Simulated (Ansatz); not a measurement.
Ansatz results at the PBE0-D4/def2-TZVP geometry: size of the dipole moment (ωB97M-V/def2-TZVPP) 1.20 D; size of the dipole moment (PBE/def2-TZVPP) 1.15 D; size of the dipole moment (B3LYP/def2-TZVPP) 1.19 D.

Each molecule was computed in one conformer, which needn't be the lowest.

Task: Which molecule gave them?
A. `[SiH3][N][SiH3]`•
B. `F[C](F)OC(F)F`•
C. `[NH2][Ga][OH]`•
D. `[CH3][SnH][Br]`•

Result: B. The others give `[NH2][Ga][OH]`•: 2.06, 2.12, 2.12; `[CH3][SnH][Br]`•: 2.95, 2.69, 2.85; `[SiH3][N][SiH3]`•: 0.61, 0.55, 0.61.

B3LYP here is the variant with VWN-RPA as its local correlation; programs differ in this.
